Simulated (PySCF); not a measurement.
Compound: C7H11Cl.
Atom-mapped SMILES: `[CH2:1]=[CH:2][CH2:3]/[C:4](=[CH:5]\[Cl:6])[CH2:7][CH3:8]` (hydrogens: H9, H10 on C1; H11 on C2; H12, H13 on C3; H14 on C5; H15, H16 on C7; H17, H18, H19 on C8)

Structure optimised with GFN2-xTB, isolated species.

Task: What internal coordinates does the optimisation give?

Result: 
```
                  bond  length (bohr)   order
                 C1=C2          2.493  double
                 C2–C3          2.835  single
                 C3–C4          2.842  single
                 C4=C5          2.504  double
                C5–Cl6          3.265  single
                 C4–C7          2.843  single
                 C7–C8          2.891  single
                 C1–H9          2.035  single
                C1–H10          2.038  single
                C2–H11          2.044  single
        C3–H12, C3–H13          2.063  single
                C5–H14          2.039  single
        C7–H15, C7–H16          2.062  single
C8–H17, C8–H18, C8–H19          2.055  single
```

Bonds in one row agree within 0.02 bohr and their mean is given. Orders are formal, as drawn. A selection of angles:
```
    angle  degrees
 C1–C2–C3    124.3
 C2–C3–C4    109.7
 C3–C4–C5    123.7
 C3–C4–C7    116.1
 C5–C4–C7    120.2
C4–C5–Cl6    124.2
 C4–C7–C8    111.4
```

Dihedral angles: C1–C2–C3–C4 116° (anticlinal); C2–C3–C4–C5 103° (anticlinal); C3–C4–C5–Cl6 1° (synperiplanar); C3–C4–C7–C8 -82° (synclinal). The mirror-image conformer, all signs reversed, is as good.

The 6 C–C bonds span 1.319 Å (C1=C2, drawn double) to 1.530 Å (C7–C8, drawn single), a spread of 0.211 Å. Of the pairs four or more bonds apart, Cl6···H12 is among the closest relative to their van der Waals radii: 2.61 Å, 89 % of the sum of Bondi's values.

Point group: C1 (no symmetry element, even within 0.4 Å). GFN2-xTB frequencies: not computed here. One conformer, not necessarily the lowest.
